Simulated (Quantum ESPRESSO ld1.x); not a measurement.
The numbers below are computed, except where a source is named.
Q: The aim is neutral zinc in [Ar] 3d10 4s2. What will ld1.x (Quantum ESPRESSO 7.5) do with this input?

```
 &input
    zed=30.0,
    iswitch=1,
    rel=1,
    dft='PZ',
    config='[Ar] 3d10 4s',
    prefix='ld1',
    max_out_wfc=37,
    file_charge='ld1.rho',
 /
```

A: Refused. The program stops in el_config with "no occupancy field?": each term needs its occupation.

Output (excerpt):

```
     Program LD1 v.7.5 starts

 %%%%%%%%%%%%%%%%%%%%%%%%%%%%%%%%%%%%%%%%%%%%%%%%%%%%%%%%%%%%%%%%%%%%%%%%%%%%%%
     Error in routine el_config (7):
     no occupancy field?
 %%%%%%%%%%%%%%%%%%%%%%%%%%%%%%%%%%%%%%%%%%%%%%%%%%%%%%%%%%%%%%%%%%%%%%%%%%%%%%

     stopping ...
```

Run on one thread of a shared host, so times are rough (Intel(R) Xeon(R) Processor @ 2.60GHz): 0.49 s of CPU time, 0.51 s wall, peak memory 26 MiB.
